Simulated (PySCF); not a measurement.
**A survey of ¹⁵N NMR shifts**

Theoretical values (PySCF 2.14.0 with density-fitted response routines): shieldings: GIAO PBE0/pcSseg-1, structure optimised with GFN2-xTB. Gas phase, single conformer, fast rotation and ring inversion assumed for equivalent nuclei, non-relativistic Hamiltonian.

Shieldings were converted by a linear fit to measured shifts: ¹⁵N: δ = -148.07 − 0.921σ (rms 6.3 ppm, 71 shifts vs CH3NO2, solution or neat liquid). Occasional misses reach two or three times the rms, and more in compound classes unlike the fitted ones.

Problem. Give the ¹⁵N shifts of `CC(=O)c1nnc(C)s1`, `N[Si@@]1(O[SiH3])CC[Si@@H](O)O1`, `CC[Si@@H]1O[SiH2]O[Si@H](N)O1`, `CC[Si@@H]1O[SiH2]O[Si@@H](N)O1`, `Cc1cpc(C)c(C#N)p1`, `[SiH3]O[SiH2]N[SiH]1OCCO1`, `C[S@@](=O)c1ccnnc1`, `C=Nc1csc2cc[nH]c12`, `C1CC1[SiH]1N[SiH2]N[SiH2]N1`.

Solution. 
| compound | environment | δ (ppm) |
| --- | --- | --- |
| [CH3:1][C:2](=[O:3])[c:4]1[n:5][n:6][c:7]([CH3:8])[s:9]1 | N5: pyridine-type nitrogen of an azole | -0.6 |
| [CH3:1][C:2](=[O:3])[c:4]1[n:5][n:6][c:7]([CH3:8])[s:9]1 | N6: pyridine-type nitrogen of an azole | -24.3 |
| N[Si@@]1(O[SiH3])CC[Si@@H](O)O1 | nitrogen bonded to Si, 2 H | -369.4 |
| CC[Si@@H]1O[SiH2]O[Si@H](N)O1 | nitrogen bonded to Si, 2 H | -362.9 |
| CC[Si@@H]1O[SiH2]O[Si@@H](N)O1 | nitrogen bonded to Si, 2 H | -362.1 |
| Cc1cpc(C)c(C#N)p1 | nitrile nitrogen | -84.1 |
| [SiH3]O[SiH2]N[SiH]1OCCO1 | nitrogen bonded to 2 Si, H | -350.0 |
| [CH3:1][S@@:2](=[O:3])[c:4]1[cH:5][cH:6][n:7][n:8][cH:9]1 | N7: pyridine-type ring nitrogen | 40.4 |
| [CH3:1][S@@:2](=[O:3])[c:4]1[cH:5][cH:6][n:7][n:8][cH:9]1 | N8: pyridine-type ring nitrogen | 35.3 |
| [CH2:1]=[N:2][c:3]1[cH:4][s:5][c:6]2[cH:7][cH:8][nH:9][c:10]12 | N2: imine nitrogen | -45.0 |
| [CH2:1]=[N:2][c:3]1[cH:4][s:5][c:6]2[cH:7][cH:8][nH:9][c:10]12 | N9: pyrrole-type ring nitrogen | -256.0 |
| [CH2:1]1[CH2:2][CH:3]1[SiH:4]1[NH:5][SiH2:6][NH:7][SiH2:8][NH:9]1 | N5/9: nitrogen bonded to 2 Si, H, in a 6-membered ring (×2) | -373.4 |
| [CH2:1]1[CH2:2][CH:3]1[SiH:4]1[NH:5][SiH2:6][NH:7][SiH2:8][NH:9]1 | N7: nitrogen bonded to 2 Si, H, in a 6-membered ring | -380.1 |
